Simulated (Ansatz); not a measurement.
Cartesian coordinates (Å):
```xyz
8

B      0.9010    -0.4396    -0.0558
C      0.0652     0.8262     0.0894
C     -0.6183    -0.5563    -0.0551
H      1.9600    -0.9563    -0.1213
H     -0.0052     1.3246     1.0514
H     -0.0208     1.5199    -0.7414
H     -1.1331    -0.9568     0.8129
H     -1.1488    -0.7616    -0.9799
```
Charge 0, spin multiplicity 1.

Calculation: frozen-core CCSD(T)/cc-pVTZ // B3LYP-D3(BJ)/def2-TZVP (Ansatz, an electronic-structure program).

The HF energy comes out as -103.29974 Ha and the MP2 correlation energy is -0.43627 Ha.

Task: Estimate the CCSD correlation energy, the (T) correction, the total energy and the T1 diagnostic.

Result: 
```
Quantity                         Value
-----------------------  -------------
CCSD correlation energy    -0.46787 Ha
(T) correction             -0.01878 Ha
CCSD(T) total energy     -103.78640 Ha
T1 diagnostic                    0.010
```
